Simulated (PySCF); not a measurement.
Ligands exchanged one at a time, Ga CH3-SH. Isolated molecules, 0 K electronic values unless said otherwise. One relaxed conformer stands for each flexible species; it need not be the lowest. Strings in code marks are SMILES.

Method: PBE-D3(BJ)/def2-TZVP // B3LYP-D3(BJ)/def2-TZVP (PySCF). Excitations are Tamm–Dancoff values on a coarser integration grid. The basis has no diffuse functions, so Rydberg states are missing or too high.

```
species                                                                     HOMO–LUMO gap (eV)  S1 excitation (TDA) (eV)  S1 oscillator strength  HOMO (eV)
--------------------------------------------------------------------------  ------------------  ------------------------  ----------------------  ---------
0 of 3 CH3 replaced by SH (`[CH3][Ga]([CH3])[CH3]`)                                       4.83                      4.94                     [?]      -6.19
1 of 3 CH3 replaced by SH (`[CH3][Ga]([CH3])[SH]` (C–Ga–S–H torsion 179°))                4.66                      5.22                     [?]      -6.10
2 of 3 CH3 replaced by SH                                                                 4.61                      5.06                   0.012      -6.13
3 of 3 CH3 replaced by SH (`[SH][Ga]([SH])[SH]`)                                          4.46                       [?]                   0.000        [?]
```

Problem. Some entries are withheld; supply them.

Solution. 
- 0 of 3 CH3 replaced by SH (`[CH3][Ga]([CH3])[CH3]`), S1 oscillator strength: 0.000
- 1 of 3 CH3 replaced by SH (`[CH3][Ga]([CH3])[SH]` (C–Ga–S–H torsion 179°)), S1 oscillator strength: 0.057
- 3 of 3 CH3 replaced by SH (`[SH][Ga]([SH])[SH]`), S1 excitation (TDA) (eV): 4.55
- 3 of 3 CH3 replaced by SH (`[SH][Ga]([SH])[SH]`), HOMO (eV): -6.44
